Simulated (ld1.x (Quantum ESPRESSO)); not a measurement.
## Before and after: TM potential for In

indium, norm-conserving Troullier–Martins (Kleinman–Bylander form), made with ld1.x (Quantum ESPRESSO) 7.5 (PBEsol, scalar-relativistic). Core [Kr], reference 4d10 5s1.5 5p1.5. Waves: 5s (bound): rc 2.10 bohr; 5p (bound): rc 2.00 bohr; 4d (bound): rc 1.05 bohr. Local part: all-electron potential smoothed inside 1.70 bohr (lloc = -1). Core correction: none.

All-electron outer shells of the reference configuration (PBEsol, scalar-relativistic, ld1.x):

| shell | level (eV) | outermost node (bohr) | outermost maximum (bohr) |
| --- | --- | --- | --- |
| 4s | -120.37 | 0.41 | 0.77 |
| 4p | -78.88 | 0.42 | 0.82 |
| 4d | -19.42 | 0.40 | 0.94 |
| 5s | -8.77 | 1.02 | 2.13 |
| 5p | -2.89 | 1.14 | 2.81 |

Change: wave 5p (bound): rc 2.00 bohr becomes 5p (bound): rc 2.10 bohr.

Cutoffs: the cutoffs (Ry, on a coarse ladder) from which the occupation-weighted sum of valence levels, in a spherical-Bessel basis at the reference potential, stays within 10 and 1 mRy of its value at 400 Ry; they do not see the model core or the augmentation charge, which bear on the density cutoff. Errors are all-electron minus pseudo energies relative to the spin-unpolarised reference configuration.

Task: Predict the effect on cutoff, ghosts and configuration errors.

Result: The potential gets neither clearly harder nor softer (100 Ry and 120 Ry → 100 Ry and 120 Ry); both files keep a bound ghost (s); of the 7 tests that both files solve, the error grows in 3 and shrinks in 0 by more than 15 % and 0.3 meV (median size 1.0 → 1.4 meV). More of the atom is replaced by a form fitted at one configuration, so other configurations suffer.

```csv
quantity,base,changed
"cutoff, loose",100 Ry,100 Ry
"cutoff, tight",120 Ry,120 Ry
bound ghosts,s,s
"error for 4d10 5s2 5p1, meV [ΔE -2.90 eV]",+0.6,+0.6
"error for 4d10 5s2 5p0, meV [ΔE 2.46 eV]",-1.0,-1.4
"error for 4d10 5s1 5p0, meV [ΔE 21.73 eV]",-6.3,-7.1
"error for 4d10 5s2 5p1.3, meV [ΔE -3.44 eV]",+1.0,+1.0
"error for 4d9 5s2 5p2, meV [ΔE 15.36 eV]",-103,-128
"error for 4d10 5s2 5p0.5, meV [ΔE -0.96 eV]",0.0,-0.1
"error for 4d9 5s2 5p1, meV [ΔE 22.19 eV]",-73,-94
s: phases at 2.29 bohr within 0.05 rad from the reference energy up to (Ry; the scan ends near 5),4.6,4.6
p: phases at 2.29 bohr within 0.05 rad from the reference energy up to (Ry; the scan ends near 5),0.3,0.3
d: phases at 2.29 bohr within 0.05 rad from the reference energy up to (Ry; the scan ends near 5),1.9,1.9
```

 A true bound ghost makes a file unfit for plane-wave use even where its test errors are small: the radial tests pick states by their node count and pass the ghost by.
